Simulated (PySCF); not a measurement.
Input for PySCF: R-M06-2X/def2-TZVPP on BiH3O (SMILES [OH][BiH2]), a point of a torsion scan. Elements past Kr take the def2 small-core potentials; no spin–orbit coupling.

```python
from pyscf import gto, dft

mol = gto.M(
    atom='''
    O     1.21277447   -0.57452320   -0.15152606
    Bi   -0.61467829    0.30536790    0.47569119
    H     1.94005152    0.01472818    0.04656699
    H    -1.50787182   -1.10490223   -0.09194542
    H    -0.52723787   -0.45289696    2.08507466
    ''',
    basis='def2-tzvpp',
    ecp={'Bi': 'def2-tzvpp'},
    charge=0, spin=0, verbose=4, max_memory=1800)
mf = dft.RKS(mol, xc='m062x').density_fit(auxbasis='def2-universal-jkfit')
mf.grids.level = 4
mf.conv_tol = 1e-9
mf.max_cycle = 150
mf.kernel()
mf.dip_moment()
```

It printed:

```
PySCF version 2.14.0

[INPUT] verbose = 4
[INPUT] num. atoms = 5
[INPUT] num. electrons = 34
[INPUT] charge = 0
[INPUT] spin (= nelec alpha-beta = 2S) = 0
[INPUT] symmetry False subgroup None
[INPUT] Mole.unit = angstrom
[INPUT] Symbol           X                Y                Z      unit          X                Y                Z       unit  Magmom
[INPUT]  1 O      1.212774470000  -0.574523200000  -0.151526060000 AA    2.291811599165  -1.085691500209  -0.286342754134 Bohr   0.0
[INPUT]  2 Bi    -0.614678290000   0.305367900000   0.475691190000 AA   -1.161573622816   0.577061698234   0.898926068968 Bohr   0.0
[INPUT]  3 H      1.940051520000   0.014728180000   0.046566990000 AA    3.666166040346   0.027832226513   0.087998857545 Bohr   0.0
[INPUT]  4 H     -1.507871820000  -1.104902230000  -0.091945420000 AA   -2.849464770749  -2.087962609121  -0.173751662208 Bohr   0.0
[INPUT]  5 H     -0.527237870000  -0.452896960000   2.085074660000 AA   -0.996335176799  -0.855851217048   3.940220056671 Bohr   0.0

nuclear repulsion = 72.2357500508734
number of shells = 45
number of NR pGTOs = 185
number of NR cGTOs = 123
basis = def2-tzvpp
ecp = {'Bi': 'def2-tzvpp'}


******** <class 'pyscf.df.df_jk.DFRKS'> ********
method = DFRKS
initial guess = minao
damping factor = 0
level_shift factor = 0
DIIS = <class 'pyscf.scf.diis.CDIIS'>
diis_start_cycle = 1
diis_space = 8
diis_damp = 0
SCF conv_tol = 1e-09
SCF conv_tol_grad = None
SCF max_cycles = 150
direct_scf = False
XC library pyscf.dft.libxc version 7.1.2
    S. Lehtola, C. Steigemann, M. J. T. Oliveira, and M. A. L. Marques,  SoftwareX 7, 1–5 (2018)
XC functionals = m062x
    Y. Zhao and D. G. Truhlar,  Theor. Chem. Acc. 120, 215 (2008)
    Y. Zhao and D. G. Truhlar,  Theor. Chem. Acc. 120, 215 (2008)
radial grids:
    Treutler-Ahlrichs [JCP 102, 346 (1995); DOI:10.1063/1.469408] (M4) radial grids

becke partition: Becke, JCP 88, 2547 (1988); DOI:10.1063/1.454033
pruning grids: <function nwchem_prune>
grids dens level: 4
symmetrized grids: False
atomic radii adjust function: <function treutler_atomic_radii_adjust>
small_rho_cutoff = 0
Set gradient conv threshold to 3.16228e-05
Initial guess from minao.
tot grids = 109304
******** <class 'pyscf.df.df.DF'> ********
auxbasis = def2-universal-jkfit
init E= -256.586627088447
  HOMO = -0.75682016914941  LUMO = -0.592689410390317  gap/eV = 4.46623
cycle= 1 E= -290.575753476228  delta_E=  -34  |g|= 2.17  |ddm|= 11.6
  HOMO = -0.12908744754553  LUMO = 0.0635923785524071  gap/eV = 5.24309
cycle= 2 E= -290.93907630465  delta_E= -0.363  |g|= 1.89  |ddm|= 5.97
  HOMO = -0.304392432257476  LUMO = -0.0107635933219079  gap/eV = 7.99005
cycle= 3 E= -291.498759471481  delta_E= -0.56  |g|= 0.102  |ddm|= 2.34
  HOMO = -0.318699913990542  LUMO = -0.0170865274006502  gap/eV = 8.20732
cycle= 4 E= -291.500129202764  delta_E= -0.00137  |g|= 0.0787  |ddm|= 0.168
  HOMO = -0.321774503537075  LUMO = -0.0179989247331918  gap/eV = 8.26615
cycle= 5 E= -291.501015845711  delta_E= -0.000887  |g|= 0.0201  |ddm|= 0.0586
  HOMO = -0.320888125139803  LUMO = -0.0176297440347284  gap/eV = 8.25208
cycle= 6 E= -291.501083052056  delta_E= -6.72e-05  |g|= 0.0102  |ddm|= 0.0184
  HOMO = -0.321468576908956  LUMO = -0.0179605443623991  gap/eV = 8.25887
cycle= 7 E= -291.501107001515  delta_E= -2.39e-05  |g|= 0.00166  |ddm|= 0.0104
  HOMO = -0.321445963957142  LUMO = -0.0179983276385336  gap/eV = 8.25723
cycle= 8 E= -291.501107855694  delta_E= -8.54e-07  |g|= 0.00031  |ddm|= 0.00214
  HOMO = -0.321443723456518  LUMO = -0.017995938261528  gap/eV = 8.25723
cycle= 9 E= -291.501107892692  delta_E= -3.7e-08  |g|= 0.000138  |ddm|= 0.000506
  HOMO = -0.321445459128874  LUMO = -0.0179980310041934  gap/eV = 8.25723
cycle= 10 E= -291.501107896982  delta_E= -4.29e-09  |g|= 3.08e-05  |ddm|= 0.000158
  HOMO = -0.321444800853133  LUMO = -0.0179985621080547  gap/eV = 8.25719
cycle= 11 E= -291.501107897402  delta_E= -4.2e-10  |g|= 8.48e-06  |ddm|= 5.94e-05
  HOMO = -0.321444407687355  LUMO = -0.0179988712250569  gap/eV = 8.25717
Extra cycle  E= -291.501107897415  delta_E= -1.32e-11  |g|= 9.07e-06  |ddm|= 1.59e-05
converged SCF energy = -291.501107897415
Dipole moment(X, Y, Z, Debye): -1.29995,  2.82011,  0.69960
```

The calculation finished and met its thresholds.

Cost: around 18 core-seconds (rough).
